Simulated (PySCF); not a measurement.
Compound: C₅H₅F₃N₂.
Geometry (GFN2-xTB, Å), atoms numbered from 1 in this order:
```xyz
15
C5H5F3N2 angstrom
C      3.3858    1.1590    0.5067
C      2.6647    0.3083    0.0731
C      1.7469   -0.7209   -0.3865
N      0.5317   -0.7414    0.3966
N     -0.5644   -0.3006   -0.1461
C     -1.6368   -0.1139    0.5120
C     -2.8552    0.3381   -0.2141
F     -2.7162    0.3518   -1.5407
F     -3.9195   -0.4457    0.0585
F     -3.2292    1.5851    0.1485
H      4.0342    1.9047    0.8595
H      1.4547   -0.5263   -1.4217
H      2.2397   -1.6993   -0.3260
H      0.6170   -0.8367    1.4083
H     -1.7577   -0.2542    1.5861
```

Computed at PBE0/pcSseg-1 (PySCF, non-relativistic), with Q(14N) = 0.02044 b: N4, 14N (I = 1): χzz = -6.252 MHz, η = 0.262; N5, 14N (I = 1): χzz = -6.550 MHz, η = 0.150.

Problem. Where would the pure quadrupole (NQR) lines of 14N at N4 fall for the rigid, isolated species?

Solution. From ν± = (3/4)|χ|(1 ± η/3) and ν0 = |χ|η/2: ν+ 5.098 MHz, ν− 4.280 MHz, ν0 0.818 MHz (nitrogen bonded to C, N and H).

Problem. Where would the pure quadrupole (NQR) lines of 14N at N5 fall for the rigid, isolated species?

Solution. From ν± = (3/4)|χ|(1 ± η/3) and ν0 = |χ|η/2: ν+ 5.158 MHz, ν− 4.667 MHz, ν0 0.492 MHz (C=N nitrogen).

In a crystal, neighbours and librations shift these lines. GFN2-xTB bond lengths can be off by several hundredths of an ångström, more for odd bonds, and the gradients follow them. A larger basis could move these couplings by a tenth or more.

One conformer stands for the species.
